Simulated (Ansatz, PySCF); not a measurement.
Molecule: bromo(trimethoxy)silane, C$_{3}$H$_{9}$BrO$_{3}$Si (charge 0, singlet). 
Coordinates optimised at B3LYP-D3(BJ)/def2-TZVP (Ansatz, a quantum-chemistry and plane-wave program):
```
Si
O 1 1.6186
C 2 1.4233 1 125.50
H 3 1.0889 2 107.69 1 176.33
H 3 1.0918 4 109.35 2 120.52
H 3 1.0925 4 109.08 5 119.41
O 1 1.6193 2 109.41 3 -177.29
C 7 1.4260 1 124.22 2 52.17
H 8 1.0888 7 107.57 1 177.96
H 8 1.0915 9 109.31 7 -120.24
H 8 1.0930 9 109.07 10 -119.21
O 1 1.6265 2 107.64 3 -53.14
C 12 1.4222 1 125.99 2 174.15
H 13 1.0890 12 107.74 1 176.97
H 13 1.0921 14 109.23 12 -120.31
H 13 1.0927 14 109.12 15 -119.02
Br 1 2.2283 2 111.37 3 66.05
```

Property: vertical ionisation energy (to the doublet state of charge +1; each state is the SCF solution reached for its spin), in eV. Correlated levels leave the core frozen unless marked. UHF or UKS for open shells. No spin-orbit coupling. The frozen core is the preceding noble-gas configuration, with the filled d and f shells of earlier blocks. Non-relativistic. 

```csv
level,program,vertical ionisation energy (eV)
HF/def2-TZVPPD,Ansatz,9.79
SVWN5/def2-TZVPD,Ansatz,9.50
PBE/def2-TZVPD,Ansatz,9.33
r2SCAN/def2-TZVPD,Ansatz,9.60
B3LYP/def2-TZVPD,Ansatz,9.93
PBE0/def2-TZVPD,Ansatz,10.02
BHLYP/def2-TZVPD,Ansatz,10.50
CAM-B3LYP/def2-TZVPD,Ansatz,10.41
wB97M-V/def2-TZVPD,Ansatz,10.52
wB97X-V/def2-TZVPD,Ansatz,10.57
B2PLYP/def2-TZVPD,Ansatz,10.31
RI-MP2/def2-TZVPPD,Ansatz,10.76
```

For comparison, minus the highest occupied orbital energy (PySCF): 11.32 eV at HF/def2-TZVPD, 6.93 eV at SVWN5/def2-TZVPD, 9.55 eV at M06-2X/def2-TZVPD.
